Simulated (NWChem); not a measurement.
Two isomers of MoNH3SO2, each optimised at PBE0/def2-SVP with NWChem. Flexible species stand in one conformer each, which need not be the lowest. For one or both, no frequency run checked for a minimum. def2 effective core potentials on Mo; no spin-orbit coupling.

A: [NH2][Mo](=[O])([OH])=[S]
B: [OH][Mo]([SH])(=[NH])=[O]

Question: Which is lower in energy, by how much, and how do their other properties compare?

Answer: A is lower by 14.4 kcal/mol in electronic energy.
```csv
,A,B
highest occupied level (eV),-7.38,-7.71
orbital gap (eV),4.86,5.62
dipole (D),3.99,2.14
```
